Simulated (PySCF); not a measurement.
**Pt⁴¹⁺: ionisation energy**

Pt⁴¹⁺ [Kr] 4d1 (2D) → Pt⁴²⁺ [Kr] (1S), as a difference of total energies. Computed with PySCF 2.14 in an uncontracted even-tempered set (17 s from 4.3 bohr⁻², ratio 2.5; 12 p from 5.6 bohr⁻², ratio 2.5; 9 d from 5.6 bohr⁻², ratio 2.5; 4 f from 23 bohr⁻², ratio 2.7; 3 g from 34 bohr⁻², ratio 2.7), with the non-relativistic Hamiltonian (point nucleus). Correlated levels: outer shells: [Ar] 3d10 frozen; virtual orbitals above 40 to 60 times the deepest correlated orbital energy dropped. The calculations carry no spin-orbit coupling.

```json
{"method": "UHF", "ionisation energy (eV)": "1923.6"}
{"method": "LDA", "ionisation energy (eV)": "1926.5"}
{"method": "PBE", "ionisation energy (eV)": "1926.6"}
{"method": "PBE0", "ionisation energy (eV)": "1926.3"}
{"method": "r2SCAN", "ionisation energy (eV)": "1925.7"}
{"method": "PW91", "ionisation energy (eV)": "1927.0"}
{"method": "BP86", "ionisation energy (eV)": "1926.9"}
{"method": "MP2 (outer shells)", "ionisation energy (eV)": "1923.3"}
{"method": "SCS-MP2 (outer shells)", "ionisation energy (eV)": "1923.3"}
```

A first-order spin-orbit estimate (lowest level to lowest level, LS coupling) adds 13.709 eV.

The gap to the reference is mostly relativistic.

First order in ζ underestimates the shift of j = l − 1/2 levels at high Z.

For comparison: 1941 ± 4 eV (theoretical estimate listed by NIST; NIST Atomic Spectra Database, ionization energies).
